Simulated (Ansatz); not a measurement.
The cluster Ag2O⁻. Total charge -1; doublet. Geometry PBE0-D4/def2-TZVP, that of the neutral singlet; atoms count from 1.

```xyz
3

Ag    1.542    0.113   -0.271
Ag   -1.459    0.347   -0.465
O    -0.084   -0.459    0.736
```

In the def2 sets Ag takes a core potential; there is no spin–orbit coupling. The highest occupied level of the charge -1 doublet lies above zero (up to 0.29 eV). By energy differences its removal costs 1.18 eV (vertical, to the charge 0 singlet, at PBE0-D4/def2-TZVPD); a positive level beside a positive removal energy at the same level points to self-interaction error. The structure comes from a short search, and lower isomers may exist.

Estimate the Mulliken populations from the PBE0/def2-TZVPD orbitals of Ansatz.


```tsv
atom	charge (e)	spin (α − β)	d electrons
Ag1	-0.06	0.41	9.84
Ag2	-0.06	0.41	9.84
O3	-0.88	0.17	–
```
Mulliken values and Mayer orders depend strongly on the basis. With diffuse functions, as here, like atoms can get unlike values, and bond orders can come out too low or too high.

Where does the spin sit?

Summed by element: Ag 0.83, O 0.17, of 1 unpaired in all. Largest on single atoms: Ag2 0.41, Ag1 0.41, O3 0.17.

And the Mayer bond orders between bonded heavy atoms (over 0.3)?

Ag1–Ag2 0.57 (3.02 Å); Ag1–O3 0.45 (2.00 Å); Ag2–O3 0.45 (2.00 Å).
